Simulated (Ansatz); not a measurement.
Mulliken charges of C4H3F3, SMILES `F/C=C\C=C(F)F` from B3LYP/def2-TZVPP in Ansatz (PBE0-D4/def2-TZVP geometry).

```json
{"atom": "F1", "x (Å)": "1.079", "y (Å)": "-2.271", "z (Å)": "0.199", "charge (e)": "-0.205"}
{"atom": "C2", "x (Å)": "0.294", "y (Å)": "-1.541", "z (Å)": "0.999", "charge (e)": "0.096"}
{"atom": "C3", "x (Å)": "-0.147", "y (Å)": "-0.340", "z (Å)": "0.646", "charge (e)": "-0.131"}
{"atom": "C4", "x (Å)": "0.160", "y (Å)": "0.301", "z (Å)": "-0.609", "charge (e)": "-0.208"}
{"atom": "C5", "x (Å)": "-0.293", "y (Å)": "1.501", "z (Å)": "-0.939", "charge (e)": "0.415"}
{"atom": "F6", "x (Å)": "-1.065", "y (Å)": "2.252", "z (Å)": "-0.186", "charge (e)": "-0.167"}
{"atom": "F7", "x (Å)": "-0.033", "y (Å)": "2.112", "z (Å)": "-2.070", "charge (e)": "-0.162"}
{"atom": "H8", "x (Å)": "0.075", "y (Å)": "-2.038", "z (Å)": "1.935", "charge (e)": "0.112"}
{"atom": "H9", "x (Å)": "-0.777", "y (Å)": "0.175", "z (Å)": "1.360", "charge (e)": "0.120"}
{"atom": "H10", "x (Å)": "0.788", "y (Å)": "-0.200", "z (Å)": "-1.333", "charge (e)": "0.130"}
```

Task: By hand: the dipole of these point charges (1 e Å = 4.8032 D).

Result: Σ q r = (-0.128, -0.029, 0.281) e Å, of length 0.310 e Å = 1.49 D.

Task: How does the dipole of the full density compare? (Estimate.)

Result: The calculation gave: (-0.079, -0.058, 0.213) e Å, 1.13 D; the point charges give 1.32 times that, at 10° from its direction.

Point charges leave out the atoms' own dipoles, such as those of lone pairs, and Mulliken's split depends on the basis, so the two needn't agree.

B3LYP here is the variant with VWN-RPA as its local correlation; programs differ in this.
